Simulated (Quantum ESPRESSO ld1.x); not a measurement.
All-electron atom: Rb in [Kr] 5s1 (the NIST ground configuration). All-electron calculation, Dirac Kohn-Sham, HCTH/120, spin-unpolarised, spherical densities, point nucleus. Program: ld1.x of Quantum ESPRESSO 7.5.

Spin-orbit splittings of the eigenvalues, e(l+1/2) - e(l-1/2), with zeta = 2 splitting/(2l+1) and mean radii in bohr:

shell  occ.  splitting (eV)  zeta (eV)  <r> j=l-1/2  <r> j=l+1/2
2p        6               ?          ?       0.1522       0.1563
3p        6           9.163      6.109       0.5106       0.5210
3d       10           1.567     0.6268       0.5206       0.5244
4p        6          0.8869     0.5912        1.692        1.730

Estimate the 2p splitting.

Answer. 60.78 eV (zeta = 40.52 eV).
